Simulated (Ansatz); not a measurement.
Species: hept-1-ene, C₇H₁₄ (charge 0, singlet). 
Geometry from a B3LYP-D3(BJ)/def2-TZVP (Ansatz, an electronic-structure program) optimisation:
```xyz
21

C      3.6805    -0.1131     0.1284
C      2.2922    -0.7454     0.1638
C      1.1714     0.2561    -0.1033
C     -0.2209    -0.3666    -0.0667
C     -1.3408     0.6465    -0.3310
C     -2.7003     0.0207    -0.3388
C     -3.6874     0.3199     0.4958
H      3.8821     0.3376    -0.8465
H      3.7725     0.6744     0.8804
H      4.4616    -0.8506     0.3218
H      2.2374    -1.5515    -0.5752
H      2.1285    -1.2161     1.1386
H      1.3325     0.7267    -1.0799
H      1.2263     1.0644     0.6347
H     -0.3890    -0.8365     0.9074
H     -0.2795    -1.1712    -0.8077
H     -1.3051     1.4401     0.4209
H     -1.1564     1.1238    -1.3009
H     -2.8614    -0.7508    -1.0886
H     -3.5702     1.0798     1.2606
H     -4.6471    -0.1784     0.4453
```
Charge 0, spin multiplicity 1.

Wanted: atomisation energy (electronic, to ground-state atoms); the coupled-cluster value holds the core correlation from cc-pwCVTZ, in kJ/mol. Valence correlation only, unless marked. UHF or UKS for open shells. No spin-orbit coupling. Non-relativistic. CBS marks a two-point X^-3 extrapolation of the correlation energy; Hartree-Fock from the larger set. The bracket is a focal-point correction in the basis named.

Level to compare with: RI-MP2/CBS(aug-cc-pVTZ,aug-cc-pVQZ)+[CCSD(T)-MP2]/aug-cc-pVTZ plus the core term (Ansatz), 8555.4 kJ/mol. It is a level with limits of its own, and the differences hold the functionals' basis error too.

Question: Rank these functionals by how close they come to RI-MP2/CBS(aug-cc-pVTZ,aug-cc-pVQZ)+[CCSD(T)-MP2]/aug-cc-pVTZ, closest first: B3LYP/def2-TZVPD (Ansatz); BLYP/def2-TZVPD (Ansatz); wB97M-V/def2-TZVPD (Ansatz).

Answer: wB97M-V/def2-TZVPD (range-separated hybrid meta-GGA with VV10, 8531.7 kJ/mol, difference -23.7), B3LYP/def2-TZVPD (global hybrid, 8464.5 kJ/mol, difference -90.9), BLYP/def2-TZVPD (GGA, 8389.2 kJ/mol, difference -166.2)
